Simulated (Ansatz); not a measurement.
**Reading a saddle point**

A first-order saddle point of GePH7O, singlet, PBE0-D4/def2-TZVP, with one imaginary mode of 749i cm⁻¹:

Ge1  (-0.208, -1.206, -0.045)
O2  (1.425, -0.155, 0.260)
H3  (0.722, -2.460, -0.177)
H4  (-1.054, -1.445, 1.206)
H5  (-0.887, -1.090, -1.417)
H6  (0.990, 0.882, 0.124)
P7  (-0.673, 1.512, 0.111)
H8  (2.200, -0.402, -0.259)
H9  (-1.296, 2.129, -0.990)
H10  (-1.218, 2.235, 1.189)
(Å)

Ansatz 0.2.0; basis: def2-TZVPP and def2-QZVPP; cores frozen in the correlated methods. Filled d shells of the heavier atoms are correlated. The def2 sets are not built for correlating such inner shells, so the correlated values are less sure here. Extrapolation: Hartree–Fock as exp(−7.88 √X), correlation as X^−2.97.

(1) Which contacts change along the imaginary mode, and what lies on either side? (Judge from chemistry; the calculation decides.)

(2) Which side is lower, and how far does the saddle lie above each? (To be estimated.)

T1 diagnostic: at most 0.013.

Results:

(1) Computed: The step is GeH₄O ([OH][GeH3]) + PH₃ → GePH₅ ([PH2][GeH3]) + H₂O, with the molecules in contact on both sides. Shortening one way: Ge1–P7, O2–H6; lengthening the same way: Ge1–O2, H6–P7.
```json
{"pair": "Ge1–P7", "one side (Å)": "3.78", "saddle (Å)": "2.76", "other side (Å)": "2.32"}
{"pair": "O2–H6", "one side (Å)": "3.06", "saddle (Å)": "1.13", "other side (Å)": "0.96"}
{"pair": "Ge1–O2", "one side (Å)": "1.79", "saddle (Å)": "1.97", "other side (Å)": "3.53"}
{"pair": "H6–P7", "one side (Å)": "1.42", "saddle (Å)": "1.78", "other side (Å)": "2.62"}
```

(2) The calculation gives: The side with Ge1–P7, O2–H6 short is lower by 9.7 kJ/mol; the saddle lies 222.6 kJ/mol above it and 212.9 kJ/mol above the other (CCSD(T) at an estimated basis limit (MP2 extrapolated from triple and quadruple zeta, plus CCSD(T) − MP2 in triple zeta); electronic energies).

Labels in which every atom is bracketed show which atoms are joined, not bond orders.

For scale, one of the runs: CCSD(T)/def2-TZVPP, 219 basis functions, launched by `ansatz run in.yaml --threads 4 --pin off --events-out ev --progress --plain --max-ram 9574MiB`. Time: 81 s of wall clock on 4 CPU threads of an Arm Neoverse V2; the host was shared. Peak host memory: 3.2 GiB.
